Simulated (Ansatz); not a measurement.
`C[C@H]1O[C@@H]1[SbH2]` + `N[SiH](O)Cl` → `N[Si](O)(Cl)[SbH2]` + `CC1CO1`  (formal exchange of groups at the Sb–C bond)

Computed with Ansatz on PBE0-D4/def2-TZVP structures; ΔE is electronic, products minus reactants. CCSD(T)/CBS adds triple-zeta CCSD(T) − MP2 to the extrapolated MP2 energy (def2 sets, frozen cores). Functionals use def2-TZVPP. Elements past krypton have def2 core potentials. For Sb outer-core shells are correlated without core-valence functions, which leaves a few kJ/mol of doubt a bond. Each species was taken in one conformer, which may not be the lowest.

```
             level  ΔE (kJ/mol)
            PBE-D4        -66.3
           PBE0-D4        -67.8
               PBE        -64.0
            r2SCAN        -61.4
     HF/def2-QZVPP        -54.5
    MP2/def2-QZVPP        -56.5
SCS-MP2/def2-QZVPP        -52.5
     MP2/CBS(def2)        -58.9
```

Question: What does CCSD(T)/CBS give? (An estimate is asked.)

Answer: Computed: -57.3 kJ/mol. The listed levels differ from it by -9.0, -10.5, -6.7, -4.1, 2.8, 0.8, 4.8, -1.6 kJ/mol.

Largest T1 diagnostic among the species: 0.013.

The D4 term adds −3.8 kJ/mol with B3LYP and −2.2 kJ/mol with PBE0; it sums over pairs of atoms, weighted by their polarisabilities, and B3LYP, whose exchange is more repulsive, gets the larger term.

B3LYP here is the variant with VWN-RPA as its local correlation; programs differ in this.
